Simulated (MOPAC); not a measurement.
Job for MOPAC: PM6 on CH6OSi (a complex), monomers drawn apart or pushed together.

```
PM6 1SCF PRECISE CHARGE=0 THREADS=1
CH6OSi

Si     0.02589752 1     0.24184204 1     0.17650129 1
H      1.29876743 1    -0.01850004 1     0.88781787 1
H      0.35531773 1     0.70756122 1    -1.19357250 1
H     -0.72857558 1     1.30836259 1     0.86869554 1
H     -0.77654015 1    -0.99446017 1     0.08273770 1
C      0.45205180 1    -0.29385737 1     3.53427401 1
O     -0.47538615 1    -0.60403913 1     2.83903378 1
H      0.44646872 1    -0.46959727 1     4.62635863 1
H      1.35943746 1     0.18322584 1     3.11839818 1
```

It printed:

```
*******************************************************************************
 **                                                                           **
 **                              MOPAC v23.2.5                                **
 **                                                                           **
 *******************************************************************************
 ** MOPAC's Digital Object Identifier: https://doi.org/10.5281/zenodo.6511958 **
 **                                                                           **
 ** Please cite the open-source release paper for use of this MOPAC version:  **
 ** J. E. Moussa and J. J. P. Stewart (2026)                                  **
 ** MOPAC: An open-source semiempirical molecular orbital program             **
 ** J. Open Source Softw., 11(119), 8025, https://doi.org/10.21105/joss.08025 **
 *******************************************************************************

                              PM6 CALCULATION RESULTS

 *******************************************************************************
 *  PM6        - The PM6 Hamiltonian to be used
 *
 *
 *
 *                 CHARGE ON SYSTEM = 0
 *
 *
 *
 *  PRECISE    - TIGHTER CRITERIA TO BE USED
 *  1SCF       - DO 1 SCF AND THEN STOP
 *  THREADS=1  - MULTI-THREADING NOT USED
 *  T=         - A TIME OF 172800.0 SECONDS REQUESTED
 *  DUMP=N     - RESTART FILE WRITTEN EVERY 7200.0 SECONDS REQUESTED
 *******************************************************************************
PM6 1SCF PRECISE CHARGE=0 THREADS=1
 CH6OSi

   ATOM   CHEMICAL          X               Y               Z
  NUMBER   SYMBOL      (ANGSTROMS)     (ANGSTROMS)     (ANGSTROMS)

     1      Si          0.02589752  *   0.24184204  *   0.17650129  *
     2       H          1.29876743  *  -0.01850004  *   0.88781787  *
     3       H          0.35531773  *   0.70756122  *  -1.19357250  *
     4       H         -0.72857558  *   1.30836259  *   0.86869554  *
     5       H         -0.77654015  *  -0.99446017  *   0.08273770  *
     6       C          0.45205180  *  -0.29385737  *   3.53427401  *
     7       O         -0.47538615  *  -0.60403913  *   2.83903378  *
     8       H          0.44646872  *  -0.46959727  *   4.62635863  *
     9       H          1.35943746  *   0.18322584  *   3.11839818  *



          CARTESIAN COORDINATES

    NO.       ATOM           X           Y           Z

     1        Si          0.0259      0.2418      0.1765
     2         H          1.2988     -0.0185      0.8878
     3         H          0.3553      0.7076     -1.1936
     4         H         -0.7286      1.3084      0.8687
     5         H         -0.7765     -0.9945      0.0827
     6         C          0.4521     -0.2939      3.5343
     7         O         -0.4754     -0.6040      2.8390
     8         H          0.4465     -0.4696      4.6264
     9         H          1.3594      0.1832      3.1184

 General Reference for PM6:
 "Optimization of Parameters for Semiempirical Methods V: Modification of NDDO Approximations
 and Application to 70 Elements", J. J. P. Stewart, J. Mol. Mod., 13, 1173-1213 (2007)
 URL: https://link.springer.com/article/10.1007/s00894-007-0233-4

           Empirical Formula: C H6 O Si  =     9 atoms



      MOLECULAR POINT GROUP   :   C1


      RHF CALCULATION, NO. OF DOUBLY OCCUPIED LEVELS = 10


 -------------------------------------------------------------------------------
 PM6 1SCF PRECISE CHARGE=0 THREADS=1
 CH6OSi



     1SCF WAS SPECIFIED, SO BFGS WAS NOT USED
     SCF FIELD WAS ACHIEVED


                              PM6 CALCULATION
                                                       MOPAC v23.2.5 Linux




          FINAL HEAT OF FORMATION =        -12.86289 KCAL/MOL =     -53.81833 KJ/MOL


          COSMO AREA              =        118.04 SQUARE ANGSTROMS
          COSMO VOLUME            =        104.62 CUBIC ANGSTROMS

          IONIZATION POTENTIAL    =         10.294192 EV
          HOMO LUMO ENERGIES (EV) =        -10.294 -0.099
          NO. OF FILLED LEVELS    =         10
          MOLECULAR WEIGHT        =         62.1433         POINT GROUP:  C1

          MOLECULAR DIMENSIONS (Angstroms)

            Atom       Atom       Distance
            H     8    H     3     5.93849
            H     5    H     9     2.73264
            H     4    H     2     2.29344


          SCF CALCULATIONS        =          1





   ATOM   CHEMICAL          X               Y               Z
  NUMBER   SYMBOL      (ANGSTROMS)     (ANGSTROMS)     (ANGSTROMS)

     1      Si          0.02589752  *   0.24184204  *   0.17650129  *
     2       H          1.29876743  *  -0.01850004  *   0.88781787  *
     3       H          0.35531773  *   0.70756122  *  -1.19357250  *
     4       H         -0.72857558  *   1.30836259  *   0.86869554  *
     5       H         -0.77654015  *  -0.99446017  *   0.08273770  *
     6       C          0.45205180  *  -0.29385737  *   3.53427401  *
     7       O         -0.47538615  *  -0.60403913  *   2.83903378  *
     8       H          0.44646872  *  -0.46959727  *   4.62635863  *
     9       H          1.35943746  *   0.18322584  *   3.11839818  *

                             CARTESIAN COORDINATES

   1   Si        0.025897520     0.241842040     0.176501290
   2    H        1.298767430    -0.018500040     0.887817870
   3    H        0.355317730     0.707561220    -1.193572500
   4    H       -0.728575580     1.308362590     0.868695540
   5    H       -0.776540150    -0.994460170     0.082737700
   6    C        0.452051800    -0.293857370     3.534274010
   7    O       -0.475386150    -0.604039130     2.839033780
   8    H        0.446468720    -0.469597270     4.626358630
   9    H        1.359437460     0.183225840     3.118398180


           Empirical Formula: C H6 O Si  =     9 atoms



      MOLECULAR POINT GROUP   :   C1


                  EIGENVALUES
 -32.54105 -23.67142 -19.35773 -17.34866 -15.38996 -15.13371 -11.55725 -11.42998
 -11.41187 -10.29419  -0.09898   1.07885   1.10042   1.27357   1.83116   1.85724
   3.24384   3.91800   4.30841   4.57779   4.75054   4.84576   4.92397


              NET ATOMIC CHARGES AND DIPOLE CONTRIBUTIONS

  ATOM NO.   TYPE          CHARGE      No. of ELECS.   s-Pop       p-Pop       d-Pop
    1         Si           0.069774        3.9302     1.23616     2.16400     0.53006
    2          H          -0.038303        1.0383     1.03830
    3          H          -0.026967        1.0270     1.02697
    4          H          -0.021586        1.0216     1.02159
    5          H          -0.013191        1.0132     1.01319
    6          C           0.237676        3.7623     1.14840     2.61392
    7          O          -0.407599        6.4076     1.84213     4.56547
    8          H           0.098554        0.9014     0.90145
    9          H           0.101643        0.8984     0.89836
 DIPOLE           X         Y         Z       TOTAL
 POINT-CHG.     2.170     0.634     2.144     3.116
 HYBRID        -0.181    -0.116     0.042     0.219
 SUM            1.989     0.518     2.187     3.001


          ATOMIC ORBITAL ELECTRON POPULATIONS

     Atom    s        px        py        pz      x^2-y^2     xz        z^2       yz        xy
    1 Si   1.23616   0.71720   0.73351   0.71329   0.07239   0.10340   0.13007   0.08541   0.13880
    2  H   1.03830
    3  H   1.02697
    4  H   1.02159
    5  H   1.01319
    6  C   1.14840   0.89716   0.71605   1.00071
    7  O   1.84213   1.45751   1.41609   1.69187
    8  H   0.90145
    9  H   0.89836

 **********************
 *                    *
 * JOB ENDED NORMALLY *
 *                    *
 **********************




 == MOPAC DONE ==
```

The run finished.

Cost: around 0.03 core-seconds (rough).
